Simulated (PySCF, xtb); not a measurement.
CH4BClOS, SMILES O(B(S)Cl)C.

Geometry: r2SCAN-D4/def2-SVP. One conformer was computed; it need not be the lowest.

The numbers are results of C-PCM-PBE0/def2-SVP run with PySCF 2.14.0, not measurements.

The values are the electrostatic part of the solvation free energy, E(continuum) − E(gas) at the gas-phase geometry, in a cavity of scaled van der Waals radii (PySCF's table); cavitation and dispersion terms are not included. In vacuum the orbital gap is 8.11 eV. The dipole moment in vacuum is 1.74 D.

Computed values in water (ε = 78.36), tetrahydrofuran (ε = 7.43), methanol (ε = 32.61):
| solvent | ε | ΔG(elec) (kcal/mol) | dipole (D) | gap (eV) |
|---|---|---|---|---|
| water | 78.36 | -3.8 | 2.10 | 8.07 |
| tetrahydrofuran | 7.43 | -3.3 | 2.05 | 8.08 |
| methanol | 32.61 | -3.8 | 2.09 | 8.08 |

For comparison, GFN2-xTB/ALPB(water) (xtb, at the GFN2-xTB geometry, all terms of that model) gives -2.7 kcal/mol.
